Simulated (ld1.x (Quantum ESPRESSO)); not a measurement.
**Logarithmic derivatives: Be (Z = 4), TM**

- Element: Be
- Generator: ld1.x (Quantum ESPRESSO) 7.5
- Type: norm-conserving Troullier–Martins (Kleinman–Bylander form)
- Functional: BLYP
- Relativity: non-relativistic
- Frozen core: [He]
- Valence charge: 2
- Reference configuration: 2s1.5 2p0.5
- Partial waves: 2s (bound): rc 1.70 bohr; 3d channel at -0.1 Ry: rc 4.15 bohr; 2p (bound): rc 4.20 bohr
- Local potential: the p channel
- Core correction: none

The phase is arctan(r·u′/u) with u = r·R(r), unwrapped; energies in Ry, scanned from -2 to 5 Ry. A pole is an energy at which the radial function vanishes at the test radius. The pseudo phase is shifted by a multiple of π to meet the all-electron one at the reference energy, and phase errors are pseudo minus all-electron; the curves can meet again beyond the range given. Levels narrower than the energy grid can be missing from the lists of poles.

**Question.** For each channel, where are the poles, and over which energies does the pseudopotential scatter like the atom?

**Answer.**

```csv
channel,radius (bohr),reference energy (Ry),"poles, all-electron","poles, pseudo",unbroken range about the reference energy with phases within 0.05 rad,phase error 1 Ry above the reference energy (rad)
s,4.57,-0.42,"-0.33, 1.43, 4.29","-0.33, 1.38, 3.34",below 0.2,+0.199
p,4.57,-0.16,"-0.02, 1.48, 4.00","-0.02, 1.79, 4.59",below 0.3,+0.449
d,4.57,-0.10,"0.97, 3.04","0.91, 2.66",below 1.1,-0.030
```

Phases in the p channel:

```csv
E (Ry),all-electron,pseudo
-2.00,1.411,1.411
-1.52,1.385,1.386
-1.04,1.340,1.341
-0.56,1.216,1.221
-0.08,-1.430,-1.425
0.40,-2.096,-1.980
0.88,-4.360,-4.009
1.36,-4.678,-4.592
1.84,-4.805,-4.722
2.32,-5.053,-4.824
2.80,-7.354,-5.082
3.28,-7.738,-7.383
3.76,-7.826,-7.734
4.24,-7.881,-7.817
4.72,-7.941,-7.866
```
